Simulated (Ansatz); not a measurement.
O₂S, charge +1, doublet (typed; the unrestricted solution is spin-contaminated), geometry from GFN2-xTB (a state made from the parent by changing its charge; the spin is typed, not shown lowest). Base run: HF/pcseg-1 in Ansatz (a first-principles code).

The Ansatz input:
Ansatz 0.2 input:
```yaml
crystal:
  periodic: [false, false, false]
  atoms:
    - {symbol: S, position_ang: [0.01164702, -0.00345740, 0.31572720]}
    - {symbol: O, position_ang: [-0.03156227, 1.26296905, -0.30120014]}
    - {symbol: O, position_ang: [0.00826823, -1.25605426, -0.33025426]}
basis:
  gaussian:
    orbitals: pcseg-1.json
hamiltonian:
  xc: hf
total_charge: 1
magnetization: {spin_polarized: true, initial_magnetization: 1}
```
The basis file holds pcseg-1 in the JSON format of the Basis Set Exchange.

The base run was repeated with changes; each row names its change, and settings that it needs were set with it.

| change | ΔE vs base (kcal/mol) | outcome |
|---|---|---|
| base | 0.000 | converged |
| nuclear_model = gaussian | 0.216 | converged |
| fitting.mean_field = def2-universal-JKFIT | 0.130 | converged |
| fitting.mean_field = cc-pVTZ-JKFIT | 0.147 | converged |
| lower_state_search = light | 0.000 | converged |
| lower_state_search = off | 4.54 | another SCF solution |
| point_charge = charge:-1.0 position_ang:3.5866, -2.0571, 0.975 | -82.5 | converged |
| forces = on | 0.000 | converged |
| accuracy = high | -0.005 | converged |
| point_charge = charge:1.0 position_ang:1.912, 3.3621, 1.7191 | 75.8 | converged |
| lower_state_search = full | 0.000 | converged |

A guess, shift, damping, solver or small numerical setting can't move a converged solution much, so rows marked as another SCF solution ended in a different state.

Ansatz warned in this series: the state or the total is in doubt.
